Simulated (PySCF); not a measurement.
Simulation results for BFH4NSi

Calculation on a computer-drawn molecule: the log of a Hartree-Fock and frozen-core CCSD(T) single point meant for a local Hartree-Fock minimum, with one planted fault or none, to be diagnosed. Offsets are logged minus clean, where the clean run is the same molecule without the fault. The reference is restricted for singlets and unrestricted otherwise, and also for a bond in bohr or an excited solution. Adding or removing an electron swaps singlet and doublet. The excited solution moves the top pair (singlet) or top alpha electron (doublet) to the lowest empty orbital. Highest occupied and lowest empty are orbital energies over both spins, largest force is the largest gradient component, triples share is (T) over the correlation energy, the T1 limit is 0.02 restricted and 0.045 unrestricted, electrons count all cores, a negative frequency is imaginary (commonest isotopes), and the dipole is about the centre of nuclear charge. Program: PySCF 2.14.0.

```xyz
8
formula=BFH4NSi meant_charge=1 meant_multiplicity=1 meant_basis=cc-pV(D+d)Z logged_electrons=38 logged_basis_functions=85 logged_SCF_converged=yes logged_spin_squared=0 logged_highest_occupied=-17.651 logged_lowest_empty=-5.6347 logged_largest_force=6.657e-06 logged_lowest_frequency=53.271 logged_T1_diagnostic=0.01832 logged_D1_diagnostic=0.066805 logged_triples_share=0.025284 logged_CC_converged=yes logged_dipole_magnitude=3.9026 logged_SCF_stable_within_its_kind=yes logged_energy_HF=-469.64928 logged_energy_CCSD(T)=-470.21707 possible_faults=no_fault,one_electron_removed,one_electron_added,multiplicity_raised_by_two,geometry_at_a_saddle_point,SCF_held_on_an_excited_solution,minimal_basis_STO-3G,one_bond_length_entered_in_bohr,all_coordinates_scaled planted_fault=no_fault HF_energy_offset_from_clean_run=0 CCSD(T)_energy_offset_from_clean_run=0
N     -0.1931     2.3204     0.6899
B      0.6960     1.3019     0.8552
Si     0.2436    -0.2019     2.1914
F      1.2879    -1.3566     2.3639
H     -0.0003     3.0676     0.0458
H     -1.0726     2.4324     1.1552
H      1.7350     1.1855     0.2942
H     -0.9087    -0.4378     3.0639
```

Units: logged_highest_occupied, logged_lowest_empty in eV; logged_largest_force in hartree/bohr; logged_lowest_frequency in cm⁻¹; logged_dipole_magnitude in debye; logged_energy_HF, logged_energy_CCSD(T) in hartree; HF_energy_offset_from_clean_run, CCSD(T)_energy_offset_from_clean_run in kcal/mol.

Drawn bonds:
```
atom  other atom  order
   1           2      1
   2           3      1
   3           4      1
   1           5      1
   1           6      1
   2           7      1
   3           8      1
```
